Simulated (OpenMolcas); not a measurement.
Ag4+ among 6 point charges of -1.7 e arranged as a trigonal prism (D3h), 1.73 Å from the ion, with a polar angle of 57.4° against the regular 49.1°.

- Program: OpenMolcas
- Method: SS-CASPT2, IPEA 0.25 Eh, imaginary shift 0.1 Eh (closed shells correlated: 4s 4p)
- Basis: ANO-RCC-VDZP [6s5p3d1f]
- Scalar Hamiltonian: DKH2, point nucleus
- Active space: 7 electrons in 5 orbitals (4d)
- State averaging: 2S+1 = 4 even, 10 roots; 2S+1 = 2 even, 40 roots
- Spin-orbit coupling: RASSI with atomic mean-field integrals over the reference wave functions

Problem. What is the spin-free ground state (labels of D3, the rotations of D3h)?

Solution. 4E, 2-fold in its orbital part, 100 % from free-ion F terms; it has the highest spin that d7 allows.

Problem. Where is the first state of the same spin?

Solution. 4E at 3570 cm-1 above the ground state.

Problem. What are the lowest two levels with spin-orbit coupling?

Solution. A 2-fold level E1/2 with g = 0.01, 0.01, 9.86, then a 2-fold level E1/2 420 cm-1 above it. Their leading multiplicities are 4 (98 %) and 4 (97 %).

Problem. What is χT at 300 K, and how does it compare with the textbook value?

Solution. The lowest level has 2S+1 = 4, for which the spin-only value is χT = S(S+1) / 2 = 1.875 cm3 K/mol (g = 2). The computed 4.085 at 300 K differs by +2.210, through orbital momentum, spin-orbit coupling and any other state in reach.

Roots that are degenerate in the reference are averaged as groups; the widest CASPT2 spread within a group is 96 cm-1 (the 2-fold group of multiplicity 4 near 0 cm-1 above the lowest state of its run). Shifts and gaps below about the spread of the groups concerned are not significant. An orbital doublet at a regular site is open to a Jahn-Teller distortion, which this geometry leaves out. Point charges give a weaker field than real ligands, and real ions of this kind are as a rule low spin; the high spin found here belongs to the model. Free-ion shares, where given, are those of the reference states; single-state CASPT2 does not remix them. This is an electrostatic model: the charges have no orbitals. An unlabelled pair can be two single states that coincide in this model. No measured value stands beside these numbers.
